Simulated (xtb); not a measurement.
H3AlO3, charge -1, doublet, from a rough starting geometry (GFN-xTB shapes and energies of metal compounds can be far from the true ones) (a state made from the parent by changing its charge; the spin is typed, not shown lowest); GFN2-xTB run with xtb 6.7.1.

Here is a job for xtb.
```
$ xtb mol.xyz --gfn 2 --chrg -1 --uhf 1 --opt vtight --json

# file mol.xyz
7

Al     0.01830733     0.03211314    -0.00899242
O     -1.04580260    -1.20964949     0.09722424
H     -1.94104668    -1.39808622    -0.29492859
O     -0.30611429     1.35612936    -0.93544173
H      0.04800285     2.11222158    -1.10560027
O      1.37687395    -0.05964468     0.85341693
H      1.79643718    -0.70413832     1.43479257
```

It wrote (shortened):

```
   ID    Z sym.   atoms
    1   13 Al     1
    2    8 O      2, 4, 6
    3    1 H      3, 5, 7

           -------------------------------------------------
          |                Calculation Setup                |
           -------------------------------------------------

           -------------------------------------------------
          |                 G F N 2 - x T B                 |
           -------------------------------------------------

          ...................................................
          :                      SETUP                      :
          :.................................................:
          :  # basis functions                  25          :
          :  # atomic orbitals                  24          :
          :  # shells                           12          :
          :  # electrons                        25          :
          :  max. iterations                   250          :
          :  Hamiltonian                  GFN2-xTB          :
          :  restarted?                      false          :
          :  GBSA solvation                  false          :
          :  PC potential                    false          :
          :  electronic temp.          300.0000000     K    :
          :  accuracy                    1.0000000          :
          :  -> integral cutoff          0.2500000E+02      :
          :  -> integral neglect         0.1000000E-07      :
          :  -> SCF convergence          0.1000000E-05 Eh   :
          :  -> wf. convergence          0.1000000E-03 e    :
          :  Broyden damping             0.4000000          :
          :  net charge                         -1          :
          :  unpaired electrons                  1          :
          ...................................................

 iter      E             dE          RMSdq      gap      omega  full diag
   1    -15.1325981 -0.151326E+02  0.128E+01    2.59       0.0  T
   2    -15.1852547 -0.526566E-01  0.932E+00    3.12       1.0  T
   3    -15.1886562 -0.340148E-02  0.188E+00    4.24       1.0  T
   4    -15.1910070 -0.235083E-02  0.528E-01    4.43       1.0  T
   5    -15.1914739 -0.466888E-03  0.257E-01    4.38       1.0  T
   6    -15.1915256 -0.517465E-04  0.739E-02    4.32       1.0  T
   7    -15.1915345 -0.884647E-05  0.366E-02    4.32       1.0  T
   8    -15.1915350 -0.550137E-06  0.204E-02    4.32       1.9  T
   9    -15.1915359 -0.875023E-06  0.393E-03    4.32       9.6  T
  10    -15.1915359 -0.653443E-08  0.162E-03    4.32      23.3  T
  11    -15.1915359 -0.295098E-08  0.602E-04    4.32      62.8  T
  12    -15.1915359 -0.775806E-09  0.312E-05    4.32    1210.2  T

   *** convergence criteria satisfied after 12 iterations ***

         :::::::::::::::::::::::::::::::::::::::::::::::::::::
         ::                     SUMMARY                     ::
         :::::::::::::::::::::::::::::::::::::::::::::::::::::
         :: total energy             -15.060439709609 Eh    ::
         :: gradient norm              0.212169359770 Eh/a0 ::
         :: HOMO-LUMO gap              4.318614373278 eV    ::
         ::.................................................::
         :: SCC energy               -15.191534334857 Eh    ::
         :: -> isotropic ES            0.266518352967 Eh    ::
         :: -> anisotropic ES         -0.004860285488 Eh    ::
         :: -> anisotropic XC         -0.006021439807 Eh    ::
         :: -> dispersion             -0.002813280862 Eh    ::
         :: repulsion energy           0.131094625248 Eh    ::
         :: add. restraining           0.000000000000 Eh    ::
         :: total charge              -1.000000000000 e     ::
         :::::::::::::::::::::::::::::::::::::::::::::::::::::

      -----------------------------------------------------------
     |                   =====================                   |
     |                        A N C O P T                        |
     |                   =====================                   |
     |               Approximate Normal Coordinate               |
     |                Rational Function Optimizer                |
      -----------------------------------------------------------
      -----------------------------------------------------------
     |                   =====================                   |
     |                        A N C O P T                        |
     |                   =====================                   |
     |               Approximate Normal Coordinate               |
     |                Rational Function Optimizer                |
      -----------------------------------------------------------

          ...................................................
          :                      SETUP                      :
          :.................................................:
          :   optimization level         verytight          :
          :   max. optcycles                   200          :
          :   ANC micro-cycles                  20          :
          :   degrees of freedom                15          :
          :.................................................:
          :   RF solver                   davidson          :
          :   write xtbopt.log                true          :
          :   linear?                        false          :
          :   energy convergence         0.1000000E-06 Eh   :
          :   grad. convergence          0.2000000E-03 Eh/α :
          :   maxmium RF displ.          1.0000000          :
          :   Hlow (freq-cutoff)         0.1000000E-01      :
          :   Hmax (freq-cutoff)         5.0000000          :
          :   S6 in model hess.         20.0000000          :
          ...................................................

generating ANC from exact Hessian ...
Using Lindh-Hessian (1995)
 Shifting diagonal of input Hessian by    0.0000000000000000
 Lowest  eigenvalues of input Hessian
[...]
 * total energy  :   -15.1008433 Eh     change       -0.1351248E-04 Eh
 * total energy  :   -15.1008473 Eh     change       -0.4081100E-05 Eh
 * total energy  :   -15.1008512 Eh     change       -0.3865550E-05 Eh
 * total energy  :   -15.1008572 Eh     change       -0.5961003E-05 Eh
 * total energy  :   -15.1008678 Eh     change       -0.1061261E-04 Eh
 * total energy  :   -15.1008748 Eh     change       -0.7065670E-05 Eh
 * total energy  :   -15.1008811 Eh     change       -0.6247099E-05 Eh
 * total energy  :   -15.1008857 Eh     change       -0.4651731E-05 Eh
 * total energy  :   -15.1008888 Eh     change       -0.3074134E-05 Eh
 * total energy  :   -15.1008904 Eh     change       -0.1569570E-05 Eh
 * total energy  :   -15.1008910 Eh     change       -0.6135049E-06 Eh
 * total energy  :   -15.1008912 Eh     change       -0.1651137E-06 Eh
 * total energy  :   -15.1008912 Eh     change       -0.2822740E-07 Eh
   *** GEOMETRY OPTIMIZATION CONVERGED AFTER 31 ITERATIONS ***
[...]
          ...................................................

 iter      E             dE          RMSdq      gap      omega  full diag
   1    -15.1768538 -0.151769E+02  0.182E-04    4.71       0.0  T
   2    -15.1768538 -0.235545E-11  0.911E-05    4.71     415.1  T
   3    -15.1768538  0.888178E-14  0.474E-05    4.71     797.8  T

   *** convergence criteria satisfied after 3 iterations ***

         :::::::::::::::::::::::::::::::::::::::::::::::::::::
         ::                     SUMMARY                     ::
         :::::::::::::::::::::::::::::::::::::::::::::::::::::
         :: total energy             -15.100891187734 Eh    ::
         :: gradient norm              0.000059175126 Eh/a0 ::
         :: HOMO-LUMO gap              4.709083957897 eV    ::
         ::.................................................::
         :: SCC energy               -15.176851602936 Eh    ::
         :: -> isotropic ES            0.263958024657 Eh    ::
         :: -> anisotropic ES          0.004389385516 Eh    ::
         :: -> anisotropic XC         -0.004344796271 Eh    ::
         :: -> dispersion             -0.002701620902 Eh    ::
         :: repulsion energy           0.075960415202 Eh    ::
         :: add. restraining           0.000000000000 Eh    ::
         :: total charge              -1.000000000000 e     ::
         :::::::::::::::::::::::::::::::::::::::::::::::::::::

           -------------------------------------------------
          |                Property Printout                |
           -------------------------------------------------

    * Orbital Energies and Occupations

         #    Occupation            Energy/Eh            Energy/eV
      -------------------------------------------------------------
         1        2.0000           -0.4315356             -11.7427
         2        2.0000           -0.4308635             -11.7244
         3        2.0000           -0.4308548             -11.7242
         4        2.0000           -0.3364820              -9.1561
         5        2.0000           -0.3043488              -8.2818
         6        2.0000           -0.3043396              -8.2815
         7        2.0000           -0.2158605              -5.8739
         8        2.0000           -0.2158481              -5.8735
         9        2.0000           -0.2139698              -5.8224
        10        2.0000           -0.2139572              -5.8221
        11        2.0000           -0.2066322              -5.6227
        12        2.0000           -0.1914923              -5.2108
        13        1.0000           -0.0243016              -0.6613 (HOMO)
        14                          0.1487540               4.0478 (LUMO)
        15                          0.2525891               6.8733
        16                          0.2526901               6.8760
        17                          0.2885366               7.8515
        18                          0.2885694               7.8524
        19                          0.3107269               8.4553
        20                          0.3878487              10.5539
        21                          0.3879056              10.5554
        22                          0.7105988              19.3364
        23                          1.1360517              30.9135
        24                          1.1362699              30.9195
      -------------------------------------------------------------
                  HL-Gap            0.1730557 Eh            4.7091 eV
             Fermi-level           -0.0228354 Eh           -0.6214 eV

     #   Z          covCN         q      C6AA      α(0)
     1  13 Al       2.200     0.212   134.248    26.118
     2   8 O        1.539    -0.593    25.088     6.757
     3   1 H        0.806     0.189     1.174     1.702
     4   8 O        1.539    -0.593    25.089     6.757
     5   1 H        0.806     0.189     1.174     1.702
     6   8 O        1.539    -0.593    25.089     6.757
     7   1 H        0.806     0.189     1.175     1.702

 Mol. C6AA /au·bohr⁶  :        843.431384
 Mol. C8AA /au·bohr⁸  :      34918.705147
 Mol. α(0) /au        :         51.495483

Wiberg/Mayer (AO) data.
largest (>0.10) Wiberg bond orders for each atom

 ---------------------------------------------------------------------------
     #   Z sym  total        # sym  WBO       # sym  WBO       # sym  WBO
 ---------------------------------------------------------------------------
     1  13 Al   3.297 --     2 O    1.054     4 O    1.054     6 O    1.054
     2   8 O    1.994 --     1 Al   1.054     3 H    0.912
     3   1 H    0.963 --     2 O    0.912
     4   8 O    1.994 --     1 Al   1.054     5 H    0.912
     5   1 H    0.963 --     4 O    0.912
     6   8 O    1.994 --     1 Al   1.054     7 H    0.912
     7   1 H    0.963 --     6 O    0.912
 ---------------------------------------------------------------------------

Topologies differ in total number of bonds
Writing topology from bond orders to xtbtopo.mol

molecular dipole:
                 x           y           z       tot (Debye)
 q only:        0.016      -0.036      -0.014
   full:        0.017      -0.036      -0.015       0.108
molecular quadrupole (traceless):
                xx          xy          yy          xz          yz          zz
 q only:       -0.463      -0.668      -0.495      -1.201       1.177       0.958
  q+dip:        0.017       0.023       0.010       0.033      -0.031      -0.027
   full:        0.389       0.559       0.404       0.993      -0.971      -0.793

optimized geometry written to: xtbopt.xyz

           -------------------------------------------------
          | TOTAL ENERGY              -15.100891187734 Eh   |
          | GRADIENT NORM               0.000059175126 Eh/α |
          | HOMO-LUMO GAP               4.709083957897 eV   |
           -------------------------------------------------

normal termination of xtb
```
